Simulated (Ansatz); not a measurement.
Ansatz (a program for electronic structure) input file for 5-fluorocyclopenta-1,3-diene (C₅H₅F), SMILES C1(F)C=CC=C1, PBE-D3(BJ)/def2-SVP. 

Ansatz 0.2 input:
```yaml
crystal:
  periodic: [false, false, false]
  atoms:
    - {symbol: F, position_ang: [-1.92876397, -0.35160182, 0.00000000]}
    - {symbol: C, position_ang: [-0.74563048, 0.35848442, 0.00000000]}
    - {symbol: C, position_ang: [0.15090053, 0.09912287, -1.18919632]}
    - {symbol: C, position_ang: [1.40254396, -0.11550516, -0.74083977]}
    - {symbol: C, position_ang: [1.40254396, -0.11550516, 0.74083977]}
    - {symbol: C, position_ang: [0.15090054, 0.09912287, 1.18919632]}
    - {symbol: H, position_ang: [-1.00783782, 1.43916978, 0.00000000]}
    - {symbol: H, position_ang: [-0.19255255, 0.15285548, -2.22211561]}
    - {symbol: H, position_ang: [2.29213377, -0.26739170, -1.35447112]}
    - {symbol: H, position_ang: [2.29213379, -0.26739171, 1.35447111]}
    - {symbol: H, position_ang: [-0.19255254, 0.15285548, 2.22211560]}
basis:
  gaussian:
    orbitals: def2-SVP
hamiltonian:
  xc: pbe
  dispersion: d3bj
relax: {f_tol: 0.002, max_steps: 200}
```

Log of the run:

```
WARN ansatz: RAYON_NUM_THREADS=1 ignored (pool sized by the plan → 1); use --threads N
Functional definition: PBE
integrals: 0.05 GiB planned
1228 factors; their error is unknown
mean field: 0.31 GiB planned
mean field evaluation 1: about -7958.1926 eV, gradient 5.5e1 eV
mean field evaluation 2: about -7950.8012 eV, gradient 7.8e1 eV
mean field evaluation 4: about -7966.3827 eV, gradient 7.5e0 eV
mean field evaluation 8: about -7966.4407 eV, gradient 3.9e-1 eV
mean field evaluation 16: about -7966.4410 eV, gradient 1.3e-4 eV
mean field -7966.44102633 eV, -292.7613078698 hartree, gradient 6.9e-6 eV, S^2 0.000000; 0 other end points of the search recorded, 0 dependent functions left out
the calculation of the forces begins
reference -7966.44105453 eV, -292.7613089062 hartree; 22, 22 occupied and 87, 87 virtual orbitals, 1228 factors
relax step   1: F+E_penalty+E_count = -7966.68197305 eV  Δ(F+E_penalty+E_count) = +0.000e0 eV  max|allowed force component| = 3.413e-1 eV/Å  Δτ_max = 0.0000 Å  (31 SCF iters, accepted)
these checks for a lower state are left out or cut short: starts, cluster_reference, orbital_swaps, neighbouring_geometries, increment
integrals: 0.05 GiB planned
1228 factors; their error is unknown
mean field: 0.31 GiB planned
mean field -7966.45362958 eV, -292.7617710309 hartree, gradient 1.8e-5 eV, S^2 0.000000; 0 other end points of the search recorded, 0 dependent functions left out
the calculation of the forces begins
reference -7966.45365792 eV, -292.7617720723 hartree; 22, 22 occupied and 87, 87 virtual orbitals, 1228 factors
relax step   2: F+E_penalty+E_count = -7966.69419831 eV  Δ(F+E_penalty+E_count) = -1.223e-2 eV  max|allowed force component| = 1.263e-1 eV/Å  Δτ_max = 0.0116 Å  (33 SCF iters, accepted)
these checks for a lower state are left out or cut short: starts, cluster_reference, orbital_swaps, neighbouring_geometries, increment
integrals: 0.05 GiB planned
1228 factors; their error is unknown
mean field: 0.31 GiB planned
mean field evaluation 32: about -7966.4554 eV, gradient 2.9e-3 eV
mean field -7966.45544397 eV, -292.7618377086 hartree, gradient 1.6e-5 eV, S^2 0.000000; 0 other end points of the search recorded, 0 dependent functions left out
the calculation of the forces begins
reference -7966.45547237 eV, -292.7618387522 hartree; 22, 22 occupied and 87, 87 virtual orbitals, 1228 factors
relax step   3: F+E_penalty+E_count = -7966.69587759 eV  Δ(F+E_penalty+E_count) = -1.679e-3 eV  max|allowed force component| = 8.818e-2 eV/Å  Δτ_max = 0.0161 Å  (32 SCF iters, accepted)
these checks for a lower state are left out or cut short: starts, cluster_reference, orbital_swaps, neighbouring_geometries, increment
integrals: 0.05 GiB planned
1228 factors; their error is unknown
mean field: 0.31 GiB planned
mean field -7966.45574904 eV, -292.7618489197 hartree, gradient 1.7e-5 eV, S^2 0.000000; 0 other end points of the search recorded, 0 dependent functions left out
the calculation of the forces begins
reference -7966.45577744 eV, -292.7618499631 hartree; 22, 22 occupied and 87, 87 virtual orbitals, 1228 factors
relax step   4: F+E_penalty+E_count = -7966.69618730 eV  Δ(F+E_penalty+E_count) = -3.097e-4 eV  max|allowed force component| = 3.168e-2 eV/Å  Δτ_max = 0.0052 Å  (33 SCF iters, accepted)
these checks for a lower state are left out or cut short: starts, cluster_reference, orbital_swaps, neighbouring_geometries, increment
integrals: 0.05 GiB planned
1228 factors; their error is unknown
mean field: 0.31 GiB planned
mean field -7966.45588377 eV, -292.7618538708 hartree, gradient 1.6e-5 eV, S^2 0.000000; 0 other end points of the search recorded, 0 dependent functions left out
the calculation of the forces begins
reference -7966.45591215 eV, -292.7618549139 hartree; 22, 22 occupied and 87, 87 virtual orbitals, 1228 factors
relax step   5: F+E_penalty+E_count = -7966.69635640 eV  Δ(F+E_penalty+E_count) = -1.691e-4 eV  max|allowed force component| = 2.868e-2 eV/Å  Δτ_max = 0.0052 Å  (33 SCF iters, accepted)
these checks for a lower state are left out or cut short: starts, cluster_reference, orbital_swaps, neighbouring_geometries, increment
integrals: 0.05 GiB planned
1228 factors; their error is unknown
mean field: 0.31 GiB planned
mean field -7966.45591681 eV, -292.7618550850 hartree, gradient 1.6e-5 eV, S^2 0.000000; 0 other end points of the search recorded, 0 dependent functions left out
the calculation of the forces begins
reference -7966.45594519 eV, -292.7618561278 hartree; 22, 22 occupied and 87, 87 virtual orbitals, 1228 factors
relax step   6: F+E_penalty+E_count = -7966.69642429 eV  Δ(F+E_penalty+E_count) = -6.789e-5 eV  max|allowed force component| = 1.654e-2 eV/Å  Δτ_max = 0.0059 Å  (33 SCF iters, accepted)
these checks for a lower state are left out or cut short: starts, cluster_reference, orbital_swaps, neighbouring_geometries, increment
integrals: 0.05 GiB planned
1228 factors; their error is unknown
mean field: 0.31 GiB planned
mean field evaluation 64: about -7966.4559 eV, gradient 2.8e-3 eV
mean field -7966.45591947 eV, -292.7618551829 hartree, gradient 1.6e-5 eV, S^2 0.000000; 0 other end points of the search recorded, 0 dependent functions left out
the calculation of the forces begins
reference -7966.45594785 eV, -292.7618562257 hartree; 22, 22 occupied and 87, 87 virtual orbitals, 1228 factors
relax step   7: F+E_penalty+E_count = -7966.69642845 eV  Δ(F+E_penalty+E_count) = -4.155e-6 eV  max|allowed force component| = 6.295e-3 eV/Å  Δτ_max = 0.0005 Å  (33 SCF iters, accepted)
these checks for a lower state are left out or cut short: starts, cluster_reference, orbital_swaps, neighbouring_geometries, increment
integrals: 0.05 GiB planned
1228 factors; their error is unknown
mean field: 0.31 GiB planned
mean field -7966.45592073 eV, -292.7618552291 hartree, gradient 1.7e-5 eV, S^2 0.000000; 0 other end points of the search recorded, 0 dependent functions left out
the calculation of the forces begins
reference -7966.45594911 eV, -292.7618562718 hartree; 22, 22 occupied and 87, 87 virtual orbitals, 1228 factors
relax step   8: F+E_penalty+E_count = -7966.69642914 eV  Δ(F+E_penalty+E_count) = -6.948e-7 eV  max|allowed force component| = 4.023e-4 eV/Å  Δτ_max = 0.0001 Å  (33 SCF iters, accepted)
integrals: 0.05 GiB planned
1228 factors; their error is unknown
mean field: 0.31 GiB planned
mean field evaluation 96: about -7966.4559 eV, gradient 2.8e-4 eV
mean field -7966.45592073 eV, -292.7618552291 hartree, gradient 1.6e-5 eV, S^2 0.000000; 1 other end points of the search recorded, 0 dependent functions left out
the calculation of the forces begins
reference -7966.45594911 eV, -292.7618562718 hartree; 22, 22 occupied and 87, 87 virtual orbitals, 1228 factors
Total energy: -7966.69645752 eV, -292.7706947930 hartree
Atom 0 at    -1.959524    -0.327854    -0.000000 Å, force    -0.000402    -0.000298    -0.000000 eV/Å
Atom 1 at    -0.749197     0.343624    -0.000000 Å, force     0.000116     0.000140    -0.000000 eV/Å
Atom 2 at     0.143417     0.085282    -1.192943 Å, force     0.000199     0.000043    -0.000274 eV/Å
Atom 3 at     1.407222    -0.113627    -0.739746 Å, force    -0.000123    -0.000101    -0.000169 eV/Å
Atom 4 at     1.407222    -0.113627     0.739746 Å, force    -0.000123    -0.000101     0.000169 eV/Å
Atom 5 at     0.143417     0.085282     1.192943 Å, force     0.000199     0.000043     0.000274 eV/Å
Atom 6 at    -0.973058     1.444842     0.000000 Å, force     0.000049     0.000161     0.000000 eV/Å
Atom 7 at    -0.203589     0.139939    -2.232797 Å, force     0.000046    -0.000001     0.000024 eV/Å
Atom 8 at     2.305749    -0.249793    -1.358431 Å, force    -0.000003     0.000058     0.000113 eV/Å
Atom 9 at     2.305749    -0.249793     1.358431 Å, force    -0.000003     0.000058    -0.000113 eV/Å
Atom 10 at    -0.203589     0.139939     2.232797 Å, force     0.000046    -0.000001    -0.000024 eV/Å
Dipole moment:     0.278164     0.187928    -0.000000 e Å
```

The calculation finished and met its thresholds.

Cost: about 23 core-seconds (a rough figure).
